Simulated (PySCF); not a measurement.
Compound: C₆H₈N (doublet state).
Structure used (GFN2-xTB), in Å, numbered top down from 1:
```xyz
15
C6H8N angstrom
C      2.159    0.109   -0.315
C      0.881   -0.587   -0.053
C     -0.380    0.123    0.027
C     -0.324    1.534   -0.175
N     -0.296    2.668   -0.334
C     -1.678   -0.542   -0.456
C     -1.474   -0.340    1.000
H      2.072    0.790   -1.166
H      2.461    0.727    0.539
H      2.954   -0.606   -0.512
H      0.871   -1.646    0.140
H     -1.582   -1.538   -0.861
H     -2.390    0.084   -0.972
H     -1.236   -1.195    1.614
H     -2.043    0.427    1.502
```

The hyperfine couplings belong to this conformer and change with its torsions.

The species is `C1([CH]C)(C#N)CC1` [radical].

Computed with PySCF, UKS B3LYP, pcH-1 on C H N, non-relativistic, mean-field spin-orbit, GIAO. Geometry: GFN2-xTB, one conformer, isolated molecule. GFN2-xTB frequencies show an imaginary mode (43i cm⁻¹), so this geometry is no minimum at that level. A GFN2-xTB geometry isn't a minimum of the functional, and hyperfine couplings can be far from their values at a DFT geometry. The SCF solution wasn't tested for stability.

Q: Predict the first-order ENDOR lines of H8/H9/H10, H11, H13/H15 and H12/H14 under fast tumbling at B = 332.4 mT (X band).

A: For S = 1/2 in fast tumbling each set of equivalent nuclei gives two lines, ν± = |νn ± a/2| to first order, with νn = g_N μN B/h and μN/h = 7.62259 MHz/T.

```
   nuclei  isotope     g_N  νn (MHz)  a_iso (MHz)  lower line (MHz)  upper line (MHz)
H8/H9/H10       1H  5.5857     14.15        77.90             24.80             53.10
      H11       1H  5.5857     14.15       -61.17             16.43             44.74
  H13/H15       1H  5.5857     14.15         8.80              9.75             18.55
  H12/H14       1H  5.5857     14.15        -5.49             11.41             16.90
```

Q: Which pairs are centred on the nuclear Larmor frequency, and which on half the coupling?

A: Centred on νn, since |a| < 2νn: H13/H15 and H12/H14. Centred on |a|/2 and split by 2νn: H8/H9/H10 and H11.

Q: At what field would the lower line of H8/H9/H10 fall to zero frequency?

A: Where νn = |a|/2, that is B = 38.95 MHz/(5.5857 × 7.62259 MHz/T) = 915 mT, as far as first order holds there.

Means are taken over nuclei equivalent by connectivity, which assumes that they swap fast. The three 1H nuclei of mean +77.9 MHz run from 8.8 to 139.8 MHz in the frozen geometry.

Hardware: Arm Neoverse V1, one thread, shared host. Cost: 49 s (with the writing of density and orbital grids), 1.1 GiB resident at most.
